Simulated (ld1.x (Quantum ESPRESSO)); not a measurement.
Configuration tests for cerium (PAW)

```json
{
 "Element": "Ce",
 "Generator": "ld1.x (Quantum ESPRESSO) 7.5",
 "Type": "PAW",
 "Functional": "LDA (PZ)",
 "Relativity": "scalar-relativistic",
 "Frozen core": "[Kr] 4d10",
 "Valence charge": "12",
 "Reference configuration": "4f1 5s2 5p6 5d1 6s1.5 6p0.5",
 "Partial waves": "5s (bound): rcut 1.95, rcutus 2.20 bohr; 6s (bound): rcut 1.95, rcutus 2.20 bohr; 5p (bound): rcut 2.40, rcutus 3.25 bohr; 6p (bound): rcut 2.40, rcutus 3.25 bohr; 5d (bound): rcut 2.80, rcutus 3.50 bohr; 5d channel at 0.1 Ry: rcut 2.80, rcutus 3.50 bohr; 4f (bound): rcut 1.30, rcutus 1.85 bohr; 4f channel at 0.15 Ry: rcut 1.30, rcutus 1.85 bohr",
 "Local potential": "all-electron potential smoothed inside 2.90 bohr (lloc = -1)",
 "Core correction": "Bessel-smoothed model core inside 1.80 bohr",
 "Augmentation charge": "BESSEL, radius 0.90 bohr"
}
```

Energies are relative to the spin-unpolarised reference configuration 4f1 5s2 5p6 5d1 6s1.5 6p0.5; without spin polarisation the order of configurations can differ from experiment. Not all tests gave a result: test run stopped at test 4 of 9 (negative rho).

Its overlap operator is not positive definite in a basis up to 400 Ry (lowest eigenvalue s -0.36, p -34.26), so the file is unfit for use: the generalised eigenproblem breaks down once the basis is large enough, and its test numbers describe a broken file.

```
  valence configuration  charge  ΔE all-electron (eV)  error AE − PS (meV)
4f1 5s2 5p6 5d1 6s2 6p0       0                -1.250                  -31
4f1 5s2 5p6 5d1 6s1 6p0      +1                 5.020                  -70
4f1 5s2 5p6 5d1 6s0 6p0      +2                16.366                 -184
```

Levels in the configuration 4f1 5s2 5p6 5d1 6s2 6p0:

```json
{"level": "4f", "all-electron (eV)": "-5.610", "pseudo (eV)": "-5.767"}
{"level": "5s", "all-electron (eV)": "-40.723", "pseudo (eV)": "-40.890"}
{"level": "5p", "all-electron (eV)": "-23.299", "pseudo (eV)": "-23.292"}
{"level": "5d", "all-electron (eV)": "-3.183", "pseudo (eV)": "-3.212"}
{"level": "6s", "all-electron (eV)": "-3.886", "pseudo (eV)": "-3.906"}
```

The ghost test of this file was not conclusive.
